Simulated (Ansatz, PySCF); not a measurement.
Isomers of C2H6Te: 1 is C[Te]C, 2 is CC[TeH]; one conformer of each (the lowest of an xTB search), B3LYP-D3(BJ)/def2-TZVP minima.
Isomer 1 (charge 0, multiplicity 1):
```xyz
9

C     -1.57366    -0.13263     0.08948
Te     0.13950    -1.44428     0.18445
C      1.57150     0.15509    -0.05174
H     -2.46153    -0.75284     0.19055
H     -1.53001     0.58268     0.90637
H     -1.58860     0.37687    -0.87031
H      2.56247    -0.29306    -0.03339
H      1.40962     0.65009    -1.00556
H      1.47072     0.85808     0.77078
```
Isomer 2 (charge 0, multiplicity 1, Z-matrix in Å and degrees):
```
C
H 1 1.0874
H 1 1.0899 2 107.89
C 1 1.5185 2 112.35 3 -123.79
H 4 1.0902 1 111.39 2 -179.72
H 4 1.0908 5 107.74 1 -122.39
H 4 1.0945 5 108.19 6 -116.26
Te 1 2.1784 2 106.48 3 110.65
H 8 1.6640 1 93.11 2 60.52
```

No zero-point or thermal terms.

Correlated levels freeze the cores. Filled d and f shells under p-block atoms count as core.

Run with Ansatz (an electronic-structure program); PySCF for the dispersion terms. Each number belongs to the level named beside it. In def2 rows elements past Kr take small-core potentials, without spin–orbit coupling.

Task: One of these levels gives -1.80 kcal/mol for the electronic energy of isomer 2 less that of isomer 1. Which?
A) BLYP-D3(BJ)/def2-TZVPP
B) HF/def2-TZVPP
C) MP2/def2-SVP
D) PBE0-D4/def2-TZVPP

Result: C, MP2/def2-SVP. The others give 1.22 (HF/def2-TZVPP), 2.87 (BLYP-D3(BJ)/def2-TZVPP), 1.61 (PBE0-D4/def2-TZVPP)
